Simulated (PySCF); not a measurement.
A GIAO shielding run with PySCF 2.14.0 with density-fitted response routines (density fitting, non-relativistic, gas phase) on `InChI=1S/C6H10N2SSi/c1-3-5-4-6(8-7-5)9-10-2/h3-4H,1,10H2,2H3,(H,7,8)`:

```
$ OMP_NUM_THREADS=1 python probes_run.py task.json out

{"job": {"kind": "nmr", "xc": "PBE0", "basis": "pcSseg-1"}, "charge": 0, "multiplicity": 1}
C      4.348215     0.403759    -0.267854
C      3.432094    -0.371211    -0.839215
C      2.011073    -0.306936    -0.607524
C      0.993501    -1.051800    -1.183327
C     -0.184795    -0.568043    -0.595774
S     -1.822283    -1.054642    -0.873357
Si    -2.662655     0.369228     0.534957
C     -4.535146     0.088000     0.421263
N      0.079633     0.395155     0.276522
N      1.407631     0.543711     0.259757
H      5.393504     0.292778    -0.495430
H      4.100726     1.174966     0.442497
H      3.729883    -1.130244    -1.549324
H      1.074635    -1.826148    -1.916370
H     -2.296750     1.702120     0.074713
H     -2.143862     0.021159     1.851445
H     -4.802334    -0.939158     0.654845
H     -5.057068     0.733728     1.120143
H     -4.911845     0.304010    -0.574977
H      1.840696     1.230248     0.854276
```

Hardware: 1 thread of an Intel Xeon, shared host. The job also computes population analyses, field gradients, ring-centre shieldings.

(1) How large is the calculation?

(2) How long does it take, and how much memory does it need?

## Answers

(1) 90 electrons, 234 basis functions and 1248 auxiliary functions.

(2) 110 s of wall time, with 14 SCF cycles and 5 response iterations; peak memory 1 GiB. Times on a shared host scatter by some tens of per cent.
